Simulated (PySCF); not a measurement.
(Cl2Ga-mu-NH2)3.
Bonds: Ga1–Cl2, Ga1–Cl3, Ga1–N4, Ga1–N12, N4–Ga5, Ga5–Cl6, Ga5–Cl7, Ga5–N8, N8–Ga9, Ga9–Cl10, Ga9–Cl11, Ga9–N12. Hydrogens: H13, H14 on N4; H15, H16 on N8; H17, H18 on N12.

Level of theory: TDDFT wB97X-D/def2-SVPD, vertical, gas phase, core orbitals frozen in the response (PySCF). One conformer (not necessarily the lowest) at the PBE0-D3(BJ)/def2-SVP geometry, without solvent, vibrations or thermal averaging. The wB97X-D/def2-SVPD calculation is non-relativistic and has no spin–orbit coupling, an omission that weighs most on gallium.

Computed states:

| state | E (eV) | f |
| --- | --- | --- |
| S1 | 7.04 | 0.015 |
| S2 | 7.23 | 0.0016 |
| S3 | 7.28 | 0.070 |
| S4 | 7.31 | 0.101 |
| S5 | 7.32 | 0.109 |
| S6 | 7.33 | 0.0073 |
| S7 | 7.41 | 0.128 |
| S8 | 7.44 | 0.023 |
| S9 | 7.57 | 0.291 |
| S10 | 7.63 | 0.089 |
| S11 | 7.63 | 0.018 |
| S12 | 7.71 | 0.010 |
| S13 | 8.20 | 0.0050 |
| S14 | 8.34 | 0.032 |
| S15 | 8.42 | 0.0004 |

Each state is given a Gaussian of 0.5 eV full width at half maximum, with ε(max) = 2.175×10⁸ f / Δν̃ (Δν̃ the width in cm⁻¹). The cross-section is σ = 3.8235×10⁻²¹ ε cm², given in Mb (10⁻¹⁸ cm²). The width is an assumption, not a result. The curve ends short of the highest state used, and states not computed would add to its high-energy end.

(1) What does the envelope look like, and where are its maxima?

(2) Coming from long wavelengths, where does ε first pass 100 L mol⁻¹ cm⁻¹?

(3) On this curve, what absorbance would a 10⁻³ mol/L sample give at 193 nm over a 1 cm path?

Answers

(1) 
```
λ (nm)  σ (Mb)
 158.6   55.95
 160.2   82.26
 161.9  110.33
 163.6  132.67
 165.3  144.76
 167.0  144.76
 168.6  134.51
 170.3  115.54
 172.0   92.19
 173.7   68.45
 175.4   47.43
 177.1   30.78
 178.7   19.40
 180.4   11.27
 182.1    6.24
 183.8    3.32
 185.5    1.71
 187.1    0.88
 188.8    0.43
 190.5    0.20
 192.2    0.09
 193.9    0.04
 195.5    0.02
 197.2    0.01
```

Maxima: 166 nm (7.46 eV), ε about 38000, made up of S4 (11%), S5 (12%), S7 (18%) and S9 (36%) (ε in L mol⁻¹ cm⁻¹; maxima over ε = 5, shares over 10%).

(2) At about 189 nm (6.56 eV), 0.48 eV below S1.

(3) 193 nm is 6.424 eV, where ε is about 16 L mol⁻¹ cm⁻¹, so A = ε c l ≈ 0.016 (Beer–Lambert, with the gas-phase spectrum and the assumed width).

On Intel Xeon 6975P-C, 2 threads, shared host, this took 3.1 min wall, 6.6 min CPU (with the writing of density and orbital grids) and 3.6 GiB of memory at its peak.
